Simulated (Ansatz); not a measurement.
Single points on Pd₂Au₄.

```yaml
crystal:
  periodic: [false, false, false]
  atoms:
    - {symbol: Pd, position_ang: [-0.593168, -0.127273, 1.719957]}
    - {symbol: Pd, position_ang: [0.457945, 1.027414, -0.531485]}
    - {symbol: Au, position_ang: [-1.656562, 1.206222, -2.199532]}
    - {symbol: Au, position_ang: [-1.487910, -1.056367, -0.740659]}
    - {symbol: Au, position_ang: [2.164412, 0.595392, 1.518102]}
    - {symbol: Au, position_ang: [1.115272, -1.645398, 0.233617]}
basis:
  gaussian: {orbitals: def2-SVP, initial_orbitals: start.molden}
hamiltonian: {xc: pbe0, dispersion: d4}
scf: {omitted_lower_state_checks: [starts]}
output: {orbitals: {seedname: orbitals}}
```

The file start.molden holds the orbitals of an earlier run on this structure, at another level or in another basis.

```sh
$ ansatz run in.yaml --threads 4 --pin off --events-out ev --progress --plain --max-ram 4787MiB
```

Shortened log:

```
Functional definition: PBE0
1968 factors; integrals over basis functions are off by at most 1.7e-4 eV
mean field evaluation 1: about -21735.1184 eV, gradient 9.0e0 eV
mean field evaluation 2: about -21735.2362 eV, gradient 1.5e-1 eV
mean field evaluation 4: about -21735.6334 eV, gradient 4.1e-3 eV
mean field -21735.63342771 eV, -798.7697955269 hartree, gradient 4.3e-5 eV, S^2 0.000000; 0 other end points of the search recorded, 0 dependent functions left out
reference -21735.63346758 eV, -798.7697969922 hartree; 56, 56 occupied and 134, 134 virtual orbitals, 1968 factors
Total energy: -21736.12038866 eV, -798.7876910117 hartree
Checks for a lower state left out: starts
```

Run time 4 s (4 threads of Intel Xeon 6975P-C on a shared host), peak host memory 0.74 GiB.

The first input with `gaussian: {orbitals: def2-TZVP, initial_orbitals: start.molden}`, `hamiltonian: {xc: r2scan, dispersion: d4}` (abridged; 5.5 s):

```
Functional definition: r2SCAN
mean field -21748.83717330 eV, -799.2550242274 hartree, gradient 8.0e-5 eV, S^2 0.000000
Total energy: -21748.94248401 eV, -799.2588943247 hartree
Checks for a lower state left out: starts
```

First input, but with `hamiltonian: {xc: pbe, dispersion: d4}` (abridged; 2.2 s):

```
Functional definition: PBE
mean field -21743.25402013 eV, -799.0498471329 hartree, gradient 4.3e-5 eV, S^2 0.000000
Total energy: -21743.81552353 eV, -799.0704820023 hartree
Checks for a lower state left out: starts
```

Geometry: B3LYP-D4/def2-SVP.

In the def2 sets Au, Pd take a core potential; there is no spin–orbit coupling. The restricted singlet is unstable towards broken spin symmetry in Hartree–Fock (as tested in another run); at PBE0-D4/def2-SVP, r2SCAN-D4/def2-TZVP, PBE-D4/def2-SVP this wasn't settled. No other spin state of charge 0 was run. The structure comes from a short search, and lower isomers may exist.
